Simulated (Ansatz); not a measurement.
Reaction (silylene formation by 1,1-elimination): `N[Si@H](Cl)O[Si@@H](N)O` → `N[SiH](O)Cl` + `N[Si]O`

Gas-phase electronic energies from Ansatz, PBE0-D4/def2-TZVP geometries. CBS: MP2 limit from def2 TZ/QZ plus the TZ coupled-cluster correction, frozen cores. This one scheme is used for every species. Functionals use def2-TZVPP. Each species was taken in one conformer, which may not be the lowest.

| level | ΔE (eV) |
| --- | --- |
| r2SCAN-D4 | 2.88 |
| PBE0-D4 | 2.77 |
| PBE | 2.40 |
| HF/def2-QZVPP | 2.90 |

Q: What does CCSD(T)/CBS give? (Estimate.)

A: Ansatz gave: +2.80 eV. The listed levels differ from it by 0.08, -0.03, -0.40, 0.10 eV.

Largest T1 diagnostic among the species: 0.014.

The D4 term adds +0.22 eV with B3LYP and +0.13 eV with PBE0; it sums over pairs of atoms, weighted by their polarisabilities, and B3LYP, whose exchange is more repulsive, gets the larger term. From PBE to PBE0 (25 % exact exchange), in def2-TZVPP and without D4, ΔE moves by +0.25 eV.

B3LYP here is the variant with VWN-RPA as its local correlation; programs differ in this.
